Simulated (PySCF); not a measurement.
(E)-1-chloro-3,3-difluoroprop-1-ene (C₃H₃ClF₂), SMILES Cl/C=C/C(F)F. Atoms are numbered in the order given.

```xyz
9

F     -1.9146    -1.5166     0.5855
C     -1.3420    -0.3066     0.8408
F     -2.0090     0.6340     0.1202
C      0.1108    -0.3446     0.4763
C      0.6501     0.5202    -0.3823
Cl     2.3248     0.5078    -0.8213
H     -1.5006    -0.0864     1.9132
H      0.7091    -1.1214     0.9596
H      0.0679     1.3032    -0.8713
```

Geometry optimised at B3LYP-D3(BJ)/def2-SVP. Other conformers were not sampled.

Computed with PySCF with KT2/pcSseg-1.

GIAO shieldings, no solvent; atoms listed in one row are averaged. δ = σ(ref) − σ: ¹⁹F against CFCl3 (σ = 127.1 ppm); ¹³C against TMS (σ = 185.1 ppm); ³⁵Cl against HCl (σ = 945.4 ppm); ¹H against TMS (σ = 31.47 ppm), references at their B3LYP-D3(BJ)/def2-TZVP geometries, non-relativistic (without spin–orbit terms, shifts of atoms bonded to Cl or Br come out too high).

Computed chemical shifts:
```json
[
 {"nucleus": "¹⁹F", "atoms": "F1", "count": "1", "δ (ppm)": "-149.3"},
 {"nucleus": "¹⁹F", "atoms": "F3", "count": "1", "δ (ppm)": "-180.7"},
 {"nucleus": "¹³C", "atoms": "C5", "count": "1", "δ (ppm)": "134.5"},
 {"nucleus": "¹³C", "atoms": "C4", "count": "1", "δ (ppm)": "127.4"},
 {"nucleus": "¹³C", "atoms": "C2", "count": "1", "δ (ppm)": "118.8"},
 {"nucleus": "³⁵Cl", "atoms": "Cl6", "count": "1", "δ (ppm)": "238.6"},
 {"nucleus": "¹H", "atoms": "H9", "count": "1", "δ (ppm)": "6.82"},
 {"nucleus": "¹H", "atoms": "H7", "count": "1", "δ (ppm)": "6.72"},
 {"nucleus": "¹H", "atoms": "H8", "count": "1", "δ (ppm)": "6.07"}
]
```
